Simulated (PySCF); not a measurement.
## Oscillator strengths, rates and cross-sections

Species: CH₈OSi₂.
SMILES: `C[SiH2][SiH2]O`

Computed, not measured: TDDFT wB97X-D/def2-SVPD, vertical, gas phase, core orbitals frozen in the response (PySCF 2.14.0, density-fitted response routines). Geometry: PBE0-D3(BJ)/def2-SVP, one conformer, isolated molecule. Torsions of this conformer, `[CH3:1][SiH2:2][SiH2:3][OH:4]`: C1–Si2–Si3–O4 -177°, H–O4–Si3–Si2 56°.

Relations used (vacuum, state to state): A = 0.6670 f ν̃² s⁻¹ (ν̃ in cm⁻¹); τ = 1/A; f = (2/3) ΔE |μ|² in atomic units; ∫σ dE = 109.76 f Mb·eV.

The rates are for emission to S0 at the absorption energy, with no other channel.

Energies and rates of the computed singlets with f of 0.002 or more:

```csv
state,λ (nm),A (s⁻¹)
S1,205.7,2.00×10⁷
S2,173.0,7.54×10⁷
S3,168.6,5.35×10⁷
S4,166.9,1.61×10⁷
S5,155.8,8.57×10⁸
S6,153.9,1.33×10⁸
S7,152.5,2.70×10⁷
S8,151.1,4.82×10⁸
S9,146.1,3.28×10⁷
S10,142.1,1.06×10⁸
```

Question: Go back from the rates to the oscillator strengths and transition dipoles.

Answer: f = A / (0.6670 ν̃²), and |μ| follows from f:

| state | f | \|μ\| (D) | τ | main configurations (H = HOMO, L = LUMO) |
| --- | --- | --- | --- | --- |
| S1 | 0.013 | 0.75 | 50 ns | H→L (94%) |
| S2 | 0.034 | 1.12 | 13 ns | H→L+1 (48%), H→L+2 (40%) |
| S3 | 0.023 | 0.90 | 19 ns | H→L+2 (42%), H→L+1 (29%), H-1→L (18%) |
| S4 | 0.0067 | 0.49 | 62 ns | H-1→L (67%), H→L+1 (13%) |
| S5 | 0.312 | 3.22 | 1.2 ns | H→L+3 (76%) |
| S6 | 0.047 | 1.24 | 7.5 ns | H→L+4 (51%), H-3→L (15%), H-2→L (11%) |
| S7 | 0.0094 | 0.55 | 37 ns | H-3→L (43%), H→L+4 (26%), H-2→L (10%) |
| S8 | 0.165 | 2.30 | 2.1 ns | H-2→L (56%), H-3→L (21%) |
| S9 | 0.010 | 0.57 | 31 ns | H→L+5 (44%), H-4→L (26%) |
| S10 | 0.032 | 0.98 | 9.5 ns | H-1→L+1 (68%) |

Question: What is the integrated cross-section of all computed states together?

Answer: Σf = 0.652 over S1 to S10, so 109.76 × Σf ≈ 71.6 Mb·eV.

Question: How much energy does a mole of photons resonant with S5 carry?

Answer: 7.955 eV × 96.485 = 768 kJ/mol (183 kcal/mol).

Question: By what factor does the largest A in the list exceed the smallest?

Answer: S5 has 53 times the rate of S4.

The vertical ionisation energy (ΔSCF) is 9.70 eV, 0.97 eV above S10.

Hardware: Arm Neoverse V1, one thread (shared host). Cost: 28 s.
